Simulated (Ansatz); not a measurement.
Gas-phase electronic energies from Ansatz, PBE0-D4/def2-TZVP geometries. CCSD(T)/CBS is the MP2 limit (def2-TZVPP, def2-QZVPP) plus CCSD(T) − MP2 in def2-TZVPP, frozen cores. This one scheme is used for every species. DFT in def2-TZVPP. One conformer a species, not always the lowest.

Consider the redistribution: `C[SiH](F)P` + `[SiH3]N[SiH](Cl)Cl` → `C[SiH](F)N[SiH](Cl)Cl` + `[SiH3]P`.

`C[SiH](F)P`:

Z-matrix (Å, degrees):
```
C
Si 1 1.856
H 1 1.093 2 110.3
H 1 1.093 2 110.6 3 119.7
H 1 1.092 2 111.0 3 -119.9
F 2 1.607 1 108.0 3 -178.5
P 2 2.250 1 115.4 3 61.7
H 2 1.487 1 111.1 3 -61.0
H 7 1.422 2 93.9 1 33.3
H 7 1.423 2 91.1 1 -60.1
```

`[SiH3]N[SiH](Cl)Cl`:

```xyz
10

Si    1.545   -0.493    0.058
N     0.127    0.347   -0.487
Si   -1.426    0.325    0.196
Cl   -2.208    2.215    0.222
Cl   -2.738   -0.829   -0.874
H     1.974   -1.529   -0.918
H     1.192   -1.136    1.346
H     2.673    0.454    0.251
H     0.216    0.855   -1.358
H    -1.354   -0.209    1.565
```

`C[SiH](F)N[SiH](Cl)Cl`:

Z-matrix (Å, degrees):
```
C
Si 1 1.848
H 1 1.093 2 111.4
H 1 1.092 2 110.1 3 119.3
H 1 1.092 2 111.0 3 -120.7
F 2 1.602 1 108.3 3 -60.7
N 2 1.724 1 110.2 3 59.8
H 2 1.481 1 114.2 3 -178.1
Si 7 1.701 2 129.2 1 -18.6
H 7 1.012 2 116.0 1 158.8
Cl 9 2.041 7 108.4 2 -158.9
Cl 9 2.050 7 112.5 2 82.1
H 9 1.472 7 111.7 2 -37.5
```

`[SiH3]P`:

Z-matrix (Å, degrees):
```
Si
P 1 2.255
H 1 1.487 2 113.9
H 1 1.486 2 108.0 3 -121.2
H 1 1.486 2 108.0 3 121.2
H 2 1.421 1 93.8 3 -46.7
H 2 1.421 1 93.8 3 47.0
```

| level | ΔE (kJ/mol) |
| --- | --- |
| B2PLYP | -24.7 |
| PBE | -24.6 |
| PBE0 | -25.6 |
| MP2/def2-TZVPP | -26.8 |
| SCS-MP2/def2-TZVPP | -25.2 |
| CCSD/def2-TZVPP | -27.4 |
| HF/def2-QZVPP | -23.4 |
| MP2/def2-QZVPP | -25.9 |

Q: What does CCSD(T)/CBS give? (Best estimate.)

A: Computed: -26.5 kJ/mol. The listed levels differ from it by 1.8, 1.9, 0.9, -0.3, 1.3, -0.9, 3.1, 0.6 kJ/mol.

Largest T1 diagnostic among the species: 0.013.

The D4 term adds −3.9 kJ/mol with B3LYP and −2.4 kJ/mol with PBE0; it sums over pairs of atoms, weighted by their polarisabilities, and B3LYP, whose exchange is more repulsive, gets the larger term.

B3LYP here is the variant with VWN-RPA as its local correlation; programs differ in this.
